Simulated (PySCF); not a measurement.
Magnetisability: `Cc1scc(Cl)c1F`, C5H4ClFS

Geometry:
| atom | x (Å) | y (Å) | z (Å) |
| --- | --- | --- | --- |
| C1 | -2.034 | -0.150 | 0.145 |
| C2 | -0.553 | -0.212 | 0.050 |
| S3 | 0.315 | -1.711 | 0.098 |
| C4 | 1.832 | -0.920 | -0.060 |
| C5 | 1.689 | 0.428 | -0.146 |
| Cl6 | 2.989 | 1.536 | -0.311 |
| C7 | 0.324 | 0.820 | -0.082 |
| F8 | -0.065 | 2.102 | -0.146 |
| H9 | -2.495 | -0.709 | -0.668 |
| H10 | -2.378 | -0.581 | 1.084 |
| H11 | -2.359 | 0.887 | 0.091 |
| H12 | 2.737 | -1.491 | -0.081 |

Level of theory: PySCF 2.14.0, GIAO B3LYP/def2-SVP magnetisability, rotational g tensor and spin-rotation constants, non-relativistic, gas phase. Geometry: GFN2-xTB.

**Question.** What are the magnetisability and the molar susceptibility?

**Answer.** Isotropic -1449 × 10⁻³⁰ J/T², or -87.2 × 10⁻⁶ cm³/mol; principal values -1812, -1308, -1226 × 10⁻³⁰ J/T², anisotropy 550 × 10⁻³⁰ J/T² (root of half the summed squared differences of the principal values). The susceptibility is in cgs units.

**Question.** Split it along the inertial axes a, b, c into diamagnetic and paramagnetic parts about the centre of mass, with the quadrupole moment.

**Answer.** 
```tsv
axis	χ (10⁻⁶ cm³/mol)	diamagnetic (10⁻⁶ cm³/mol)	paramagnetic (10⁻⁶ cm³/mol)	summed x² of all electrons (Å²)	quadrupole Θ (D Å)
a	-78.6	-572.5	494.0	241.5	+2.81
b	-74.0	-1084.4	1010.4	120.8	+0.74
c	-109.1	-1537.2	1428.0	14.1	-3.56
```
Anisotropies 2χaa − χbb − χcc = +26.0 and 2χbb − χaa − χcc = +39.6 × 10⁻⁶ cm³/mol. Θ is traceless in Buckingham's convention.

**Question.** And the rotational g tensor?

**Answer.** 
| axis | rotational constant (GHz) | g | nuclear part | electronic part |
| --- | --- | --- | --- | --- |
| a | 2.4081 | -0.0289 | 0.5300 | -0.5588 |
| b | 1.1460 | -0.0155 | 0.5285 | -0.5440 |
| c | 0.7802 | +0.0032 | 0.5267 | -0.5234 |

Asymmetric top; isotopes 12C, 35Cl, 19F, 1H, 32S; no vibrational averaging.
